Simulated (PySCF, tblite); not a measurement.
Species: C₂H₆OSSi.
Cartesian coordinates in Å at the GFN2-xTB level; atoms count from 1:
```
atom  x, y, z in Å
C1    -0.6130    0.7709   -0.5287
C2    -1.1956   -0.3782    0.2805
S3     0.0285   -1.7323    0.3253
Si4    1.6338   -0.3089    0.2153
O5     0.7267    0.9824   -0.1791
H6    -0.6732    0.5449   -1.5994
H7    -1.1607    1.6972   -0.3306
H8    -2.1103   -0.7626   -0.1636
H9    -1.3848   -0.0734    1.3093
H10    2.5215   -0.7070   -0.8614
H11    2.2327   -0.0302    1.5065
```

Computed with CAM-B3LYP/def2-SVPD in PySCF (dipole) on a GFN2-xTB geometry, gas phase.

Take the most abundant isotopes and a rigid rotor. The values belong to one conformer with, in the numbering `[CH2:1]1[CH2:2][S:3][SiH2:4][O:5]1`, O5–C1–C2–S3 -43°, C1–C2–S3–Si4 31°, C2–S3–Si4–O5 -12°, S3–Si4–O5–C1 -10°.

Problem. What are A, B and C (cm⁻¹)?

Solution. Ia = 117.32, Ib = 129.67, Ic = 229.07 u·Å²; 505379 MHz·u·Å²/I gives 4308, 3897 and 2206 MHz, that is A = 0.14369, B = 0.13000, C = 0.07359 cm⁻¹.

Problem. What kind of rotor is it?

Solution. An asymmetric top: κ = (2 × 3897 − 4308 − 2206)/(4308 − 2206) = 0.61.

Problem. What does the inertial defect say?

Solution. Not planar: Δ = Ic − Ia − Ib = -17.92 u·Å². For a rigid frame Δ = −2 Σ m c², so Σ m c² = 8.96 u·Å² lies off the ab plane: 6.87 from hydrogen and 2.09 from heavier atoms. The atom farthest from that plane is 1.37 Å away.

Problem. List the rotational levels J(Ka,Kc) to J = 5 (K).

Solution. Above 0(0,0), as E/k:
J = 1: 1(0,1) 0.293, 1(1,1) 0.313, 1(1,0) 0.394
J = 2: 2(0,2) 0.814, 2(1,2) 0.817, 2(1,1) 1.061, 2(2,1) 1.120, 2(2,0) 1.185
J = 3: 3(0,3) 1.541, 3(1,3) 1.542, 3(1,2) 1.983, 3(2,2) 1.999, 3(2,1) 2.215, 3(3,1) 2.333, 3(3,0) 2.378
J = 4: 4(0,4) 2.479, 4(1,4) 2.479, 4(1,3) 3.109, 4(2,3) 3.111, 4(2,2) 3.533, 4(3,2) 3.576, 4(3,1) 3.758, 4(4,1) 3.953, 4(4,0) 3.981
J = 5: 5(0,5) 3.629, 5(1,5) 3.629, 5(1,4) 4.441, 5(2,4) 4.441, 5(2,3) 5.064, 5(3,3) 5.072, 5(3,2) 5.462, 5(4,2) 5.552, 5(4,1) 5.695, 5(5,1) 5.982, 5(5,0) 5.998
The levels of one J sum to (2J + 1)J(J + 1)(A + B + C)/3.

Problem. Which types of transition are allowed, and where do some lines up to J = 3 fall?

Solution. The dipole components are |μa| = 0.21 D, |μb| = 1.15 D, |μc| = 0.09 D. Intensities carry the squares of the components, which stand as 0.04 : 1.00 : 0.01 (a : b : c). Some lines, for components of 0.1 D or more:

| type | branch | J(Ka,Kc) | MHz | lower level (cm⁻¹) |
| --- | --- | --- | --- | --- |
| a | Q | 3(3,0) ← 3(3,1) | 946 | 1.621 |
| a | Q | 1(1,0) ← 1(1,1) | 1691 | 0.217 |
| b | Q | 2(2,0) ← 2(1,1) | 2578 | 0.737 |
| a | Q | 2(1,1) ← 2(1,2) | 5073 | 0.568 |
| b | Q | 2(1,1) ← 2(0,2) | 5139 | 0.566 |
| a | Q | 3(1,2) ← 3(1,3) | 9200 | 1.072 |
| a | R | 2(1,2) ← 1(1,1) | 10516 | 0.217 |
| b | R | 2(1,2) ← 1(0,1) | 10927 | 0.204 |
| a | R | 3(1,3) ← 2(1,2) | 15095 | 0.568 |
| a | R | 3(0,3) ← 2(0,2) | 15155 | 0.566 |
| b | R | 3(1,3) ← 2(0,2) | 15161 | 0.566 |
| b | R | 3(1,2) ← 2(2,1) | 17991 | 0.778 |
| a | R | 3(2,2) ← 2(2,1) | 18311 | 0.778 |
| a | R | 3(2,1) ← 2(2,0) | 21467 | 0.823 |
| b | R | 3(3,1) ← 2(2,0) | 23923 | 0.823 |

Problem. Estimate the classical rotational partition function at 10 K, 25 K and 200 K.

Solution. Point group C1, symmetry number σ = 1; q = (√π/σ)·√((kT/h)³/(ABC)), k/h = 20836.6 MHz/K: 876 at 10 K, 3460 at 25 K, 78300 at 200 K.

Its GFN2-xTB frequencies are all real (lowest 113 cm⁻¹). Zero-point vibration and centrifugal distortion are left out.
